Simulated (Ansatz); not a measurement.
System: sum formula MnOBrH, charge 0, multiplicity 6. The spin state was set by rule; other spins were not relaxed. 
Geometry from a B3LYP-D3(BJ)/def2-TZVP (Ansatz, an electronic-structure program) optimisation:
SMILES: [Mn]([OH])[Br]
```xyz
4

Mn     0.1434    -0.7152     0.6016
Br    -0.2248     1.0628    -0.8910
O      0.5324    -2.0861     1.7267
H      0.0260    -2.6280     2.3322
```
Charge 0, spin multiplicity 6.

Property: vertical electron affinity (to the quintet state of charge -1; a negative value means that the extra electron is unbound and the number depends on the basis; each state is the SCF solution reached for its spin; the UHF <S^2> is 6.83 for the quintet (pure: 6.00); for the quintet T1 is 0.054), in eV. Valence correlation only, unless marked. Open shells are spin-unrestricted. Spin-orbit coupling is left out. The frozen core is the preceding noble-gas configuration, with the filled d and f shells of earlier blocks. Non-relativistic. Anions need diffuse functions: def2-D sets add few. CBS marks a two-point X^-3 extrapolation of the correlation energy; Hartree-Fock from the larger set. [CCSD(T)-MP2]/basis is that difference in the basis named.

```csv
level,program,vertical electron affinity (eV)
HF/def2-TZVPPD,Ansatz,-0.26
HF/def2-QZVPPD,Ansatz,-0.16
PBE/def2-TZVPD,Ansatz,1.16
BHLYP/def2-TZVPD,Ansatz,0.72
CAM-B3LYP/def2-TZVPD,Ansatz,1.13
wB97M-V/def2-TZVPD,Ansatz,1.13
CCSD(T)/def2-TZVPPD,Ansatz,0.78
"RI-MP2/CBS(def2-TZVPPD,def2-QZVPPD)+[CCSD(T)-MP2]/def2-SVPD",Ansatz,0.73
"RI-MP2/CBS(def2-TZVPPD,def2-QZVPPD)+[CCSD(T)-MP2]/def2-TZVPPD",Ansatz,0.79
```
